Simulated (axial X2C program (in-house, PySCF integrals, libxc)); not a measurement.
Potential curves of AlPb, two-component

Calculated with an in-house relativistic program for diatomic molecules. Two-component (2c) means X2C with spin–orbit coupling and atomic mean-field two-electron Coulomb and Gaunt terms. Basis: Pb dyall-cv3z [12s14p10d7f1g], Al dyall-v3z [8s8p2d1f] (cores contracted in-house); Gaussian nuclei, density fitting, unrestricted open shells. Masses: Pb 207.977 u, Al 26.982 u.

State: Ω = 3/2 (⟨Sz⟩ = 1.39, ⟨Lz⟩ = 0.11 at HF). Energies in kJ/mol from the fragments at the same level (Pb + Al). Fits are polynomials in 1 − R0/R over 0.85 to 1.23 times the lowest point R0.

```csv
R (Å),HF,CCSD(T),PBE0,CCSD
2.3507,-0.01,,-84.76,
2.4588,-31.27,-72.67,-108.60,-61.43
2.5399,-45.91,-85.23,-118.79,-74.21
2.6209,-54.81,-92.25,-123.97,-81.43
2.7020,-59.28,-95.05,-125.28,-84.40
2.7966,-60.25,-94.21,-123.17,-83.71
2.8911,-57.81,-90.09,-118.18,-79.71
3.0127,-51.21,-81.43,-108.92,-71.15
3.1613,-39.80,,-95.02,
3.3775,-20.61,,-72.82,
```

Correlated methods: 7 electrons correlated (number of frozen shells: Pb 5 s, 4 p, 3 d, 1 f; Al 2 s, 1 p), 235 virtual spin orbitals or spinors in MP2, 90 natural virtuals in coupled cluster.

The state is a single determinant with fixed occupations, the lowest that a limited PBE0 search found. Dissociation energies refer to the lowest single-determinant-based atoms at the same level and basis. Density functionals use the spin component along the axis (collinear). CCSD and (T) use frozen natural virtuals with an MP2 correction for the truncation; (T) itself is uncorrected, so its De runs slightly low. In 2c an atomic determinant is not the ground J level, so De misses part of the atomic spin–orbit lowering. This holds for CCSD(T), PBE0, CCSD. Other states lie close and PBE0, whose exact exchange favours high spin, may order them wrongly; the determinant shown need not be the ground state. The nearest other 2c determinant of the search, Ω = 1/2, lies 0.13 eV up at the distance of the search. The functionals have no current-density term, which raises determinants with orbital currents, atoms included. With several unpaired electrons one determinant need not be a pure state. This is the top spin component of a Σ state; components of lower Ω are not single determinants and can lie lower. The T1 diagnostic is large, a sign of multireference character. With the outer-core shells frozen, correlated bond lengths of heavy atoms tend to come out a few hundredths of an ångström too long. Coupled cluster ran on the points near the minimum only. MP2 and coupled cluster on one determinant become unreliable at the stretched end.

**Question.** Fit the HF curve near its minimum: give the equilibrium distance, the harmonic wavenumber and the well depth.

**Answer.** At HF, 2c: Re = 2.772 Å, ωe ≈ 220 cm⁻¹, De = 0.63 eV to Pb + Al; Be follows as 0.0919 cm⁻¹.

**Question.** Fit the CCSD(T) curve near its minimum: give the equilibrium distance, the harmonic wavenumber and the well depth.

**Answer.** At CCSD(T), 2c: Re = 2.728 Å, ωe ≈ 232 cm⁻¹, De = 0.99 eV to Pb + Al; Be follows as 0.0948 cm⁻¹.

**Question.** Fit the PBE0 curve near its minimum: give the equilibrium distance, the harmonic wavenumber and the well depth.

**Answer.** At PBE0, 2c: Re = 2.694 Å, ωe ≈ 232 cm⁻¹, De = 1.30 eV to Pb + Al; Be follows as 0.0972 cm⁻¹.

**Question.** Fit the CCSD curve near its minimum: give the equilibrium distance, the harmonic wavenumber and the well depth.

**Answer.** At CCSD, 2c: Re = 2.732 Å, ωe ≈ 232 cm⁻¹, De = 0.88 eV to Pb + Al; Be follows as 0.0946 cm⁻¹.
